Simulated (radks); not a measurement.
Removal energies from the ruthenium ion Ru4+, [Kr] 4d4, by Delta-SCF beside the eigenvalue of the level emptied. Calculated with a radial shooting solver on a logarithmic mesh with Libxc functionals: scalar-relativistic Kohn-Sham, PBEsol, spin-polarised, spherical densities, finite nucleus; Fermi nuclear charge, rms radius of each element as measured or else 0.836 A^(1/3) + 0.57 fm. Open shells are filled with parallel spins first.

removed from    final configuration  Delta-SCF (eV)  -eigenvalue (eV)
4d                         [Kr] 4d3          60.949            53.304
4p            [Ar] 3d10 4s2 4p5 4d4          102.76            94.251
4s            [Ar] 3d10 4s1 4p6 4d4          134.03            125.02
3d             [Ar] 3d9 4s2 4p6 4d4          344.97            325.14
